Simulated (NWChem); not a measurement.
Molecule: MoNH3SO2; SMILES [NH]=[Mo](=[O])([OH])[SH]

```xyz
8

Mo     0.0497     0.2986     0.0201
O      0.8948     0.7799     1.3821
N      0.9509     0.6126    -1.4160
H      1.8376     0.9526    -1.7902
O     -1.6161     1.1510    -0.0481
H     -2.0079     1.5222    -0.8471
S     -0.1400    -2.0393    -0.0149
H     -0.5614    -2.1206     1.2707
```
Atoms are numbered in this order, from 1.

All runs: NWChem. Coordinates come from a PBE0/def2-SVP optimisation. No frequency run checked for a minimum. def2 effective core potentials on Mo; no spin-orbit coupling.

For level B97-2/def2-SVP:

* **highest occupied level (eV)**: -7.47
* **orbital gap (eV)**: 5.27

Q: How do the values read with level PBE/def2-SVP instead?

A: 
| Item | Value |
|---|---|
| highest occupied level (eV) | -6.44 |
| orbital gap (eV) | 3.71 |
